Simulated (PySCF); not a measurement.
## HgF⁺, CCSD(T): how much the basis matters

PySCF, RHF reference; singlet, unpaired electrons none; De to Hg⁺ + F without counterpoise correction. Frozen cores follow the default of each basis and core potential.

```csv
basis,relativity,functions,Re (Å),ωe (cm⁻¹),De (eV),frozen orbitals
def2-SVP,scalar-relativistic core potentials,46,1.968,511,1.25,1
cc-pVDZ-PP/cc-pVDZ,scalar-relativistic core potentials,52,1.954,529,1.33,1
def2-SVPD,scalar-relativistic core potentials,58,1.964,530,1.51,1
```

Q: How does each smaller set differ from the one with most functions, def2-SVPD?

A: def2-SVP: +0.4 pm, -3.6 % in ωe, -0.26 eV in De; cc-pVDZ-PP/cc-pVDZ: -1.0 pm, -0.2 % in ωe, -0.18 eV in De. All at CCSD(T); the set with most functions is neither the basis-set limit nor always the best.

Correlated steps freeze 1 core orbital. Correlated levels converge slowly with the basis: in double zeta they bind strong bonds too weakly, by up to about 1 eV, and carry superposition errors of some tenths. These are scalar-relativistic numbers at best; spin–orbit coupling would shift them, the dissociation energy most. For an ion De counts to the pair picked by the measured ionisation energies or electron affinities, which need not be the lowest pair at this level. Where the molecule has an RHF reference, its open-shell atoms are computed with UHF. The CCSD T1 diagnostic is raised in HgF⁺, a sign that a single reference may not be enough there.
